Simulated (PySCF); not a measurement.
C2H7NSi, SMILES [SiH2]1CNC1. Atoms are numbered in the order given.

```xyz
11

C     -0.4480     0.1322    -1.1664
N     -1.2544    -0.2811     0.0000
C     -0.4480     0.1322     1.1664
Si     1.0610    -0.0427     0.0000
H     -0.5577    -0.5296    -2.0515
H     -0.5927     1.1924    -1.5002
H     -2.2328     0.0360     0.0000
H     -0.5927     1.1924     1.5002
H     -0.5577    -0.5296     2.0515
H      2.1302     1.0183     0.0000
H      1.7064    -1.4002     0.0000
```
Charge 0, spin multiplicity 1.

The structure is a stationary point at PBE-D3(BJ)/def2-SVP.

Computed with PBE0/pcSseg-1 in PySCF.

GIAO shieldings, no solvent; atoms listed in one row are averaged. δ = σ(ref) − σ: ¹³C against TMS (σ = 186.3 ppm); ¹⁵N against NH3 (σ = 267.4 ppm); ²⁹Si against TMS (σ = 352.7 ppm); ¹H against TMS (σ = 31.56 ppm), references at their B3LYP-D3(BJ)/def2-TZVP geometries, non-relativistic.

```
nucleus     atoms  count  δ (ppm)
-------  --------  -----  -------
¹³C        C1, C3      2     45.2
¹⁵N            N2      1     44.3
²⁹Si          Si4      1    -20.7
¹H       H10, H11      2     5.28
¹H         H8, H6      2     3.74
¹H         H9, H5      2     3.45
¹H             H7      1     1.05
```
